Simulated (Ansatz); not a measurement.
```xyz
7

O     0.495    0.030   -2.341
C     0.286    0.061   -1.169
N    -0.505   -0.663   -0.256
B     0.248    0.373    0.321
O     0.540    0.996    1.467
H    -1.155   -1.440   -0.263
H     0.090    0.644    2.241
```

The species carries charge 0 and has multiplicity 1.

Question: List the PBE/def2-TZVPP orbital energies in eV (Ansatz). (Estimate.)

Answer: The calculation gave: Occupied: -511.55, -509.88, -381.59, -271.55, -178.61, -26.54, -26.24, -23.67, -16.51, -14.62, -12.11, -10.91, -10.81, -10.34, -9.28, -8.73, -7.43, -5.64. Lowest empty: -1.39, -0.62, 0.25, 0.93, 1.19, 2.50, 2.82, 3.10.
